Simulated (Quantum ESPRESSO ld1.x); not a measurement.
Ag11+, configuration [Kr]. Method: Dirac Kohn-Sham, BLYP, spin-unpolarised, spherical densities, point nucleus; computed with ld1.x of Quantum ESPRESSO 7.5. Some entries of the table are withheld. Estimate them.

| orbital | occ. | eigenvalue (hartree) | r(max) (bohr) | <1/r> (bohr^-1) |
|---|---|---|---|---|
| 1s1/2 | 2 | -938.988 | 0.02015 | 49.44 |
| 2s1/2 | 2 | -145.555 | 0.1141 | 11.39 |
| 2p1/2 | 2 | -135.883 | 0.08818 | 11.37 |
| 2p3/2 | 4 | -129.437 | 0.09243 | 10.68 |
| 3s1/2 | 2 | -33.4291 | 0.3321 | (1) |
| 3p1/2 | 2 | -29.5897 | (2) | 3.906 |
| 3p3/2 | 4 | -28.4410 | (3) | 3.739 |
| 3d3/2 | 4 | -21.6667 | 0.2707 | 3.581 |
| 3d5/2 | 6 | -21.4337 | 0.2735 | 3.537 |
| 4s1/2 | 2 | -11.0724 | 0.7955 | 1.649 |
| 4p1/2 | 2 | -9.75756 | 0.8193 | 1.563 |
| 4p3/2 | 4 | -9.51569 | 0.8391 | 1.516 |
| 4d3/2 | 0 | -7.36222 | 0.8922 | 1.347 |
| 4d5/2 | 0 | -7.32020 | 0.8983 | 1.337 |
| 5s1/2 | 0 | -5.34048 | 1.629 | 0.8332 |

Answer. 
(1) 3s1/2 <1/r> (bohr^-1): 3.998
(2) 3p1/2 r(max) (bohr): 0.3184
(3) 3p3/2 r(max) (bohr): 0.3283
